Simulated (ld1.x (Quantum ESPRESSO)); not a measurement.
u(r) = r·R(r): atom against pseudo-atom (Hf (Z = 72))

Columns: radius, all-electron u(r) and pseudo u(r) of the 6s shell (level -4.98 eV) of hafnium in the configuration [Kr] 4d10 4f14 5s2 5p6 5d2 6s2 6p0; BLYP, scalar-relativistic, PAW scheme, ld1.x (Quantum ESPRESSO) 7.5.

| r (bohr) | all-electron | pseudo |
| --- | --- | --- |
| 0.120 | 0.0833 | 0.1788 |
| 0.240 | -0.0133 | 0.3385 |
| 0.360 | -0.1730 | 0.4628 |
| 0.480 | -0.0864 | 0.5408 |
| 0.600 | 0.0848 | 0.5678 |
| 0.720 | 0.2184 | 0.5461 |
| 0.840 | 0.2789 | 0.4832 |
| 0.960 | 0.2728 | 0.3902 |
| 1.080 | 0.2188 | 0.2794 |
| 1.200 | 0.1359 | 0.1622 |
| 1.320 | 0.0389 | 0.0471 |
| 1.440 | -0.0614 | -0.0607 |
| 1.560 | -0.1581 | -0.1590 |
| 1.680 | -0.2471 | -0.2474 |
| 1.800 | -0.3261 | -0.3261 |
| 1.920 | -0.3943 | -0.3943 |
| 2.040 | -0.4516 | -0.4516 |
| 2.160 | -0.4984 | -0.4984 |
| 2.280 | -0.5356 | -0.5356 |
| 2.400 | -0.5639 | -0.5639 |
| 2.520 | -0.5844 | -0.5844 |
| 2.640 | -0.5979 | -0.5979 |
| 2.760 | -0.6054 | -0.6054 |
| 2.880 | -0.6077 | -0.6077 |
| 3.000 | -0.6055 | -0.6055 |
| 3.120 | -0.5995 | -0.5995 |

Task: How many radial nodes do the two functions have?

Result: The all-electron 6s function has n − l − 1 = 5 (the table is too coarse to show those close to the nucleus); the pseudo-wave has 1, since 1 lower shell of the same l stays in the valence.

Task: At about which radius was the pseudo-wave matched?

Result: 1.80 bohr. The columns agree to 0.0005 from 1.68 bohr on; several derivatives are matched, so the curves merge somewhat inside the radius.

Task: Is the pseudo-wave norm-conserving?

Result: No, it belongs to a PAW set: the norm inside the radius is not constrained, and the difference is carried by the augmentation charge.
